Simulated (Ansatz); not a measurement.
Basis-set series for F₃HO₂W, SMILES `[O]=[W]([OH])([F])([F])[F]`. Total charge 0; spin multiplicity 1. W: def2 effective core potential. The structure was optimised at the PBE0-D4/def2-TZVP level. It is one conformer, not always the lowest.

```xyz
7

O    -0.5031    1.1984    1.4028
W     0.1345    0.3326    0.1187
O    -0.9549   -1.1746    0.0567
F    -0.7314    0.9677   -1.4021
F     1.5524    1.3534   -0.5118
F     1.4850   -0.7260    0.8407
H    -0.9826   -1.9515   -0.5050
```

```json
{"functional": "PBE0-D4", "basis": "def2-SVP", "functions": "107", "energy (Eh)": "-517.11117", "HOMO (eV)": "-10.58", "LUMO (eV)": "-3.36"}
{"functional": "PBE0-D4", "basis": "def2-TZVPP", "functions": "225", "energy (Eh)": "-517.69704", "HOMO (eV)": "-10.62", "LUMO (eV)": "-3.27"}
{"functional": "ωB97M-V", "basis": "def2-SVP", "functions": "107", "energy (Eh)": "-517.34528", "HOMO (eV)": "-12.95", "LUMO (eV)": "-1.08"}
{"functional": "ωB97M-V", "basis": "def2-TZVPP", "functions": "225", "energy (Eh)": "-517.94392", "HOMO (eV)": "-13.01", "LUMO (eV)": "-1.00"}
```

Question: Give the rows for def2-QZVPP. (An estimate is asked.)

Answer: Ansatz gave: 
| functional | basis | functions | energy (Eh) | HOMO (eV) | LUMO (eV) |
| --- | --- | --- | --- | --- | --- |
| PBE0-D4 | def2-QZVPP | 396 | -517.72186 | -10.65 | -3.30 |
| ωB97M-V | def2-QZVPP | 396 | -517.96720 | -13.04 | -1.05 |
